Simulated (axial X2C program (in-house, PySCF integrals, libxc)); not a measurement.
**Potential curves of KGe, two-component**

Calculated with an axial X2C code built on PySCF integrals. Two-component (2c) means X2C with spin–orbit coupling and atomic mean-field two-electron Coulomb and Gaunt terms. Basis: Ge dyall-cv3z [9s9p7d4f1g], K dyall-cv3z [11s12p6d3f] (cores contracted in-house); Gaussian nuclei, density fitting, unrestricted open shells. Masses: Ge 73.921 u, K 38.964 u.

State: Ω = 3/2 (⟨Sz⟩ = 1.50, ⟨Lz⟩ = 0.00 at PBE). Energies in eV from the lowest point of each curve. Fits are polynomials in 1 − R0/R over 0.85 to 1.23 times the lowest point R0.

| R (Å) | PBE |
| --- | --- |
| 2.6674 | 0.2712 |
| 2.7901 | 0.1157 |
| 2.8820 | 0.0480 |
| 2.9740 | 0.0117 |
| 3.0660 | 0.0000 |
| 3.1733 | 0.0096 |
| 3.2806 | 0.0378 |
| 3.4186 | 0.0926 |
| 3.5872 | 0.1768 |
| 3.8325 | 0.3139 |

The state is one determinant whose occupation by symmetry is held fixed; it was picked as the lowest of a PBE0 search that is not exhaustive. Density functionals use the spin component along the axis (collinear). PBE0 can misorder states that lie within some tenths of an eV, so this need not be the ground state of the molecule. The nearest other 2c determinant of the search, Ω = 1/2, lies 0.51 eV up at the distance of the search. With several unpaired electrons one determinant need not be a pure state. This is the top spin component of a Σ state; components of lower Ω are not single determinants and can lie lower.

(1) What are Re and ωe at the PBE level?

Results:

(1) At PBE, 2c: Re = 3.074 Å, ωe ≈ 152 cm⁻¹; Be follows as 0.0699 cm⁻¹.
